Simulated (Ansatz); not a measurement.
Computed with Ansatz on PBE0-D4/def2-TZVP structures; ΔE is electronic, products minus reactants. CBS: MP2 limit from def2 TZ/QZ plus the TZ coupled-cluster correction, frozen cores. Each species was taken in one conformer, which may not be the lowest.

`FC(F)([SiH3])[SiH3]` + `CC(N)O` → `CC(N)O[SiH3]` + `FC(F)[SiH3]`  (ligand exchange at the Si–C bond)

`FC(F)([SiH3])[SiH3]`:

Cartesian coordinates in Å:
```
F -0.781 -1.086 -1.345
C -0.530 -0.044 -0.472
F -1.518 0.897 -0.700
Si -0.733 -0.702 1.322
Si 1.162 0.737 -0.941
H 0.294 -1.749 1.549
H -0.516 0.430 2.257
H -2.100 -1.258 1.468
H 2.214 -0.290 -0.746
H 1.102 1.176 -2.355
H 1.406 1.888 -0.037
```

`CC(N)O`:

```xyz
11

C     0.922   -0.835   -0.335
C    -0.365   -0.078   -0.110
N    -0.153    1.331   -0.278
O    -0.824   -0.460    1.184
H     0.758   -1.906   -0.216
H     1.308   -0.634   -1.334
H     1.668   -0.522    0.400
H    -1.109   -0.380   -0.860
H     0.491    1.679    0.423
H    -1.014    1.857   -0.207
H    -1.681   -0.052    1.333
```

`CC(N)O[SiH3]`:

Cartesian coordinates in Å:
```
C -0.144 -1.255 0.944
C -0.387 -0.477 -0.330
N -0.365 -1.345 -1.458
O 0.598 0.561 -0.457
Si 0.492 2.035 0.256
H 0.841 -1.728 0.906
H -0.903 -2.029 1.064
H -0.170 -0.597 1.815
H -1.377 -0.001 -0.297
H 0.529 -1.817 -1.523
H -0.506 -0.825 -2.315
H -0.857 2.626 0.022
H 1.540 2.884 -0.357
H 0.709 1.969 1.729
```

`FC(F)[SiH3]`:

Z-matrix (Å, degrees):
```
C
F 1 1.366
Si 1 1.920 2 110.1
F 1 1.366 2 107.4 3 119.9
H 1 1.097 2 107.2 3 -125.2
H 3 1.484 1 108.1 2 179.5
H 3 1.484 1 108.1 2 -61.3
H 3 1.481 1 108.3 2 59.1
```

```json
{"species": "`FC(F)([SiH3])[SiH3]`", "CCSD(T)/CBS(def2) energy (Eh)": "-819.36254"}
{"species": "`CC(N)O`", "CCSD(T)/CBS(def2) energy (Eh)": "-210.19453"}
{"species": "`CC(N)O[SiH3]`", "CCSD(T)/CBS(def2) energy (Eh)": "-500.50760"}
{"species": "`FC(F)[SiH3]`", "CCSD(T)/CBS(def2) energy (Eh)": "-529.09339"}
```

Question: Work out ΔE.

Answer: ΔE = (-500.50760) + (-529.09339) − (-819.36254) − (-210.19453) = -0.04392 Eh = -115.3 kJ/mol.

Largest T1 diagnostic among the species: 0.013.

Leaving LDA and LC-ωPBE aside and taking each functional with its dispersion term where it has one, the values, not all of them listed here, spread over 24.2 kJ/mol, from BHLYP-D4 to PBE-D4. From BLYP to BHLYP (50 % exact exchange), in def2-TZVPP and without D4, ΔE moves by −16.0 kJ/mol.
